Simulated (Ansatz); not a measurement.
Calculated with Ansatz (gas phase, PBE0-D4/def2-TZVP geometries, no zero-point term in ΔE). CCSD(T)/CBS is the MP2 limit (def2-TZVPP, def2-QZVPP) plus CCSD(T) − MP2 in def2-TZVPP, frozen cores. This one scheme is used for every species, atoms too. DFT in def2-TZVPP. B3LYP here is the variant with VWN-RPA as its local correlation; programs differ in this. Open shells (•) are unrestricted, without spin–orbit coupling. Spin–orbit coupling would lower the free atoms: a little for C, O, Si; clearly for Br. For Br outer-core shells are correlated without core-valence functions, so the limit isn't a true one: a few kJ/mol of doubt a bond, and 10 to 20 or more in all where bonds break to atoms. Scalar relativity is left out up to krypton. One conformer a species, not always the lowest.

Reaction (atomization): `N[SiH](Br)CO` → Br• + C• + 6 H• + N• + O• + Si•

```json
{"level": "PBE-D4", "ΔE (kJ/mol)": "3925.5"}
{"level": "B3LYP-D4", "ΔE (kJ/mol)": "3852.2"}
{"level": "B3LYP", "ΔE (kJ/mol)": "3810.0"}
{"level": "SCS-MP2/def2-QZVPP", "ΔE (kJ/mol)": "3881.7"}
```

(1) What does CCSD(T)/CBS give? (An estimate is asked.)

Largest T1 diagnostic among the species: 0.012.

## Answers

(1) Ansatz gave: +3872.8 kJ/mol. The listed levels differ from it by 52.7, -20.6, -62.8, 8.9 kJ/mol.

The D4 term adds +42.3 kJ/mol with B3LYP and +22.2 kJ/mol with PBE0; it sums over pairs of atoms, weighted by their polarisabilities, and B3LYP, whose exchange is more repulsive, gets the larger term. In def2-TZVPP, CCSD(T) changes the Hartree–Fock value by +1040.4 kJ/mol (the triples alone add +60.4 kJ/mol) and MP2 by +1106.5 kJ/mol; breaking electron pairs costs correlation energy, which Hartree–Fock lacks.

For atomizations the MP2-based limit and the directly extrapolated one differ by several kJ/mol either way, and by 10 to 25 for some Ge, Se and Sn compounds, so smaller differences from it don't rank the levels.
